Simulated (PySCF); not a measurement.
## Partial charges of `FC(F)(F)[C@H](Cl)[SiH2]CC[SiH3]`

Compound: C₄H₁₀ClF₃Si₂.
Atom-mapped SMILES: `[F:1][C:2]([F:3])([F:4])[C@H:5]([Cl:6])[SiH2:7][CH2:8][CH2:9][SiH3:10]` (hydrogens: H11 on C5; H12, H13 on Si7; H14, H15 on C8; H16, H17 on C9; H18, H19, H20 on Si10)

Geometry (GFN2-xTB, Å), atoms numbered from 1 in this order:
```
atom  x, y, z in Å
F1    -4.0680    1.2404   -0.0713
C2    -2.8609    0.6938    0.1266
F3    -2.0183    1.7268    0.3357
F4    -2.9273    0.0328    1.2906
C5    -2.3724   -0.1592   -1.0057
Cl6   -3.6048   -1.3978   -1.3424
Si7   -0.7426   -1.0890   -0.5606
C8     0.6370    0.1442   -0.1472
C9     1.9787   -0.5607    0.0634
Si10   3.3848    0.6592    0.4682
H11   -2.2989    0.4753   -1.8884
H12   -0.4652   -1.8509   -1.7806
H13   -1.0745   -1.9702    0.5578
H14    0.7407    0.8829   -0.9462
H15    0.3854    0.7076    0.7539
H16    2.2250   -1.1330   -0.8317
H17    1.8767   -1.2898    0.8680
H18    3.0606    1.3657    1.7084
H19    4.6344   -0.0865    0.6199
H20    3.5044    1.6195   -0.6313
```

Density: PBE0/pcSseg-1 (PySCF); schemes: Mulliken, IAO, Hirshfeld and ESP-fitted. One conformer (not necessarily the lowest) at the GFN2-xTB geometry, without solvent, vibrations or thermal averaging.

Problem. For which atoms does the sign change between the 4 schemes (beyond +0.03 e in one, beyond −0.03 e in another)?

Solution. For none.

Problem. At which atom do the 4 schemes differ most?

Solution. At C2: from +0.247 (Hirshfeld) to +0.836 e (Mulliken), 0.589 e apart.

Problem. What partial charge does each atom carry?

Solution. In e:

```
atom                  environment  Mulliken     IAO  Hirshfeld  ESP-fitted
  F1      fluorine of a CF3 group    -0.256  -0.274     -0.096      -0.183
  C2                   CF3 carbon    +0.836  +0.803     +0.247      +0.625
  F3      fluorine of a CF3 group    -0.275  -0.289     -0.082      -0.204
  F4      fluorine of a CF3 group    -0.260  -0.278     -0.085      -0.162
  C5              sp3 C–Cl carbon    -0.575  -0.419     -0.111      -0.635
 Cl6               alkyl chlorine    -0.079  -0.064     -0.038      -0.025
 Si7                 SiH2 silicon    +0.717  +0.768     +0.324      +0.323
  C8  sp3 carbon bound to silicon    -0.560  -0.533     -0.159      +0.003
  C9  sp3 carbon bound to silicon    -0.546  -0.526     -0.154      -0.272
Si10                 SiH3 silicon    +0.510  +0.606     +0.320      +0.355
 H11             methine hydrogen    +0.201  +0.188     +0.055      +0.315
 H12                Si–H hydrogen    -0.059  -0.113     -0.074      -0.057
 H13                Si–H hydrogen    -0.029  -0.102     -0.072      -0.044
 H14           methylene hydrogen    +0.154  +0.146     +0.039      +0.038
 H15           methylene hydrogen    +0.168  +0.154     +0.035      +0.048
 H16           methylene hydrogen    +0.151  +0.143     +0.038      +0.079
 H17           methylene hydrogen    +0.153  +0.144     +0.040      +0.084
 H18                Si–H hydrogen    -0.080  -0.118     -0.075      -0.093
 H19                Si–H hydrogen    -0.085  -0.117     -0.077      -0.097
 H20                Si–H hydrogen    -0.085  -0.121     -0.077      -0.097
```

Mean size of the charges over all atoms: IAO 0.295 e, Mulliken 0.289 e, ESP-fitted 0.187 e, Hirshfeld 0.110 e. Each set sums to the total charge, 0, to within 0.001 e. The ESP scheme fits charges at the nuclei, held to the total charge, to the electrostatic potential on points at 1.4 to 2.0 times the van der Waals radii. The IAO scheme counts the electrons in orthogonalised intrinsic atomic orbitals, a minimal basis polarised so that it spans the occupied orbitals exactly.

Problem. How many electrons does the Mulliken scheme count on Cl6?

Solution. Z − q = 17 − (-0.079) = 17.079.

Problem. How closely do the schemes follow one another over all atoms?

Solution. Correlation coefficient and root-mean-square difference: Mulliken with IAO 0.99, 0.051 e; IAO with Hirshfeld 0.97, 0.240 e; Mulliken with Hirshfeld 0.93, 0.249 e; Mulliken with ESP-fitted 0.89, 0.186 e; IAO with ESP-fitted 0.86, 0.197 e; Hirshfeld with ESP-fitted 0.81, 0.168 e.

Problem. Sum the charges by element, for elements with more than one atom.

Solution. 
| element | atoms | Mulliken | IAO | Hirshfeld | ESP-fitted |
| --- | --- | --- | --- | --- | --- |
| F | 3 | -0.791 | -0.841 | -0.263 | -0.549 |
| C | 4 | -0.846 | -0.675 | -0.176 | -0.279 |
| Si | 2 | +1.227 | +1.374 | +0.645 | +0.678 |
| H | 10 | +0.489 | +0.205 | -0.167 | +0.174 |

The run behind these numbers computed NMR shieldings as well. The run took 62 s on an Arm Neoverse V2 with one thread, on a shared host, and the process peaked at 1.1 GiB of memory.
